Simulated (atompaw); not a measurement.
**Logarithmic derivatives: zirconium (Zr), PAW (atompaw)**

```
Element                 : Zr
Generator               : atompaw 4.2.0.5
Type                    : PAW
Functional              : PBE
Relativity              : scalar-relativistic
Frozen core             : [Ar] 3d10 4s2
Valence charge          : 10
Reference configuration : 4p6 4d2.5 5s1.5 5p0
Partial waves           : 5s (bound): rc 2.70 bohr; 5s channel at 0.9 Ry: rc 2.70 bohr; 4p (bound): rc 2.00 bohr; 5p (bound, empty): rc 2.70 bohr; 4d (bound): rc 2.70 bohr; 4d channel at 1.25 Ry: rc 2.70 bohr
Local potential         : bessel scheme, radius 2.65 bohr
Core correction         : smooth core density matched at 1.80 bohr
Augmentation charge     : besselshape compensation charge, radius 2.35 bohr; PAW radius 2.70 bohr; waves and projectors: custom rrkj gramschmidtortho
```

The phase is arctan(r·u′/u) with u = r·R(r), unwrapped; energies in Ry, scanned from -4 to 5 Ry. A pole is an energy at which the radial function vanishes at the test radius. The pseudo phase is shifted by a multiple of π to meet the all-electron one at the reference energy, and phase errors are pseudo minus all-electron; the curves can meet again beyond the range given. Levels narrower than the energy grid can be missing from the lists of poles.

```tsv
channel	radius (bohr)	reference energy (Ry)	poles, all-electron	poles, pseudo	unbroken range about the reference energy with phases within 0.05 rad	phase error 1 Ry above the reference energy (rad)
s	2.72	-0.30	-3.87, 2.73	0.62, 2.80	-3.6 to 0.6	-3.139
p	2.72	-0.10	-2.18, 3.90	-2.18, 3.83	the whole range	-0.007
d	2.72	-0.21	0.42	0.42	the whole range	-0.000
```

Phases in the p channel:

```
E (Ry)  all-electron  pseudo
 -4.00         1.357   1.356
 -3.52         1.330   1.329
 -3.04         1.277   1.276
 -2.56         0.983   0.982
 -2.08        -1.644  -1.644
 -1.60        -1.774  -1.774
 -1.12        -1.841  -1.842
 -0.64        -1.918  -1.918
 -0.16        -2.038  -2.038
  0.32        -2.286  -2.286
  0.80        -2.939  -2.944
  1.28        -3.901  -3.910
  1.76        -4.327  -4.334
  2.24        -4.500  -4.506
  2.72        -4.593  -4.598
  3.20        -4.652  -4.657
  3.68        -4.695  -4.701
  4.16        -4.731  -4.737
  4.64        -4.763  -4.770
```
